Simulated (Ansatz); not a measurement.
Stepwise reaction of `OB(O)Cl` with methanol, as a gas-phase model of exchange steps in deposition or etching. ΔE in kJ/mol.

Isolated molecules relaxed with PBE0-D4/def2-TZVP in Ansatz; ΔE leaves out vibrations. CCSD(T)/CBS is the MP2 limit (def2-TZVPP, def2-QZVPP) plus CCSD(T) − MP2 in def2-TZVPP, frozen cores. This one scheme is used for every species. DFT in def2-TZVPP. B3LYP here is the variant with VWN-RPA as its local correlation; programs differ in this. Each species was taken in one conformer, which may not be the lowest.

| step | reaction | PBE-D4 | B3LYP-D4 | ωB97M-V | CCSD(T)/CBS |
| --- | --- | --- | --- | --- | --- |
| 1 | `OB(O)Cl` + CH₃OH → `COB(O)Cl` + H₂O | -2.1 | -3.9 | -3.1 | -7.0 |
| 2 | `COB(O)Cl` + CH₃OH → `COB(Cl)OC` + H₂O | -3.0 | -5.1 | -4.0 | -8.1 |

Problem. By hand: ΔE of the 2 steps together at CCSD(T)/CBS.

Solution. (-7.0) + (-8.1) = -15.1 kJ/mol, or -7.5 kJ/mol a step.

In ΔE the steps differ by no more than 1.1 kJ/mol. All are downhill at CCSD(T)/CBS. PBE-D4 differs from CCSD(T)/CBS by 4.9 to 5.1 kJ/mol a step. Isolated molecules leave out the surface, adducts and barriers. Largest T1 diagnostic: 0.012.
